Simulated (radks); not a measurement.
Values are calculated unless marked as measured or tabulated.
Spherical quantum dot in the effective-mass picture: electrons in a hard-walled sphere of radius 1.55, all in effective atomic units (hartree* = m*/eps^2 hartree, bohr* = eps/m* bohr), one dielectric constant everywhere. Level of theory: non-relativistic Kohn-Sham, exchange-only LDA, spin-polarised, spherical densities (a radial shooting solver with Libxc functionals). Levels are named by radial order and angular momentum (1s, 1p, 1d, 2s, ...), and open shells are averaged over m.

N = 8, configuration 1s2 1p6. This is the lowest configuration that the search found. Occupied and some empty levels:

level  occupation  eigenvalue (hartree*)  <r> (bohr*)
1s              2                 9.2133       0.8542
1p              6                 10.965       0.9635
1d              0                 13.410        1.034
2s              0                 15.432       0.7473
1f              0                 16.466        1.084

Energy (hartree*): total 55.2841, kinetic 30.041, external 0, Hartree 30.777, exchange-correlation -5.5343. Static polarisability (adiabatic kernel): 0.7527 bohr*^3.
